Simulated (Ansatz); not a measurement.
Consider the ligand exchange at the Si–C bond: `O=COC[SiH2]S` + `O[SiH](F)F` → `F[SiH](F)O[SiH2]S` + `COC=O`.

Computed with Ansatz on PBE0-D4/def2-TZVP structures; ΔE is electronic, products minus reactants. CCSD(T)/CBS is the MP2 limit (def2-TZVPP, def2-QZVPP) plus CCSD(T) − MP2 in def2-TZVPP, frozen cores. DFT in def2-TZVPP. B3LYP here is the variant with VWN-RPA as its local correlation; programs differ in this. One conformer a species, not always the lowest.

Question: Is it downhill or uphill in electronic energy at CCSD(T)/CBS, and by how much? (Best estimate.)

Answer: Ansatz gave: Downhill: ΔE = -132.0 kJ/mol.

Question: What do these levels give: PBE0-D4, B3LYP-D4, B2PLYP, PBE0, SCS-MP2/def2-TZVPP, HF/def2-QZVPP? (Best estimate.)

Answer: Computed: PBE0-D4 -124.1, B3LYP-D4 -134.6, B2PLYP -136.7, PBE0 -125.0, SCS-MP2/def2-TZVPP -138.2, HF/def2-QZVPP -162.1 kJ/mol.

Largest T1 diagnostic among the species: 0.015.

From PBE to PBE0 (25 % exact exchange), in def2-TZVPP and without D4, ΔE moves by −7.6 kJ/mol. In def2-TZVPP, CCSD(T) changes the Hartree–Fock value by +27.3 kJ/mol (the triples alone add +4.3 kJ/mol) and MP2 by +26.1 kJ/mol.
